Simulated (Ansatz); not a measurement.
**Ligand exchange: SnH3(SH) + C2H6Si → SiH3(SnH3) + C2H4S**

Species: SnH3(SH), singlet; C2H6Si (vinylsilane) `C=C[SiH3]`, singlet; SiH3(SnH3), singlet; C2H4S `C=CS`, singlet. The partners trade SH for SiH3: Sn–SH and C–SiH3 bonds give way to Sn–SiH3 and C–SH.

Shapes, held fixed at every level: PBE0-D4/def2-TZVP. Flexible molecules stand in one conformer, not always the lowest. Programs: Ansatz 0.2.0. Electronic energies: no zero-point or thermal term.

```
               level                    kind  ΔE (kJ/mol)  less CCSD(T)/def2-TZVPP
       HF/def2-TZVPP            Hartree–Fock        +86.5                    +16.6
r2SCAN-D4/def2-TZVPP                meta-GGA        +62.1                     -7.8
  PBE0-D4/def2-TZVPP           global hybrid        +59.1                    -10.8
  wB97M-V/def2-TZVPP  range-separated hybrid        +70.6                     +0.7
  wB97X-V/def2-TZVPP  range-separated hybrid        +68.0                     -1.9
      MP2/def2-TZVPP     perturbation theory        +72.5                     +2.6
     CCSD/def2-TZVPP   coupled cluster or CI        +71.7                     +1.8
  CCSD(T)/def2-TZVPP   coupled cluster or CI        +69.9                      0.0
```

The highest level, CCSD(T)/def2-TZVPP, gives ΔE = +69.9 kJ/mol; the levels span +59.1 to +86.5. The column of differences is taken from that level and isn't an error. No measured value is set beside it here. For atoms past krypton def2 sets carry core potentials with scalar relativity. Correlated rows may include outer-core shells of Sn, which these sets cover unevenly.
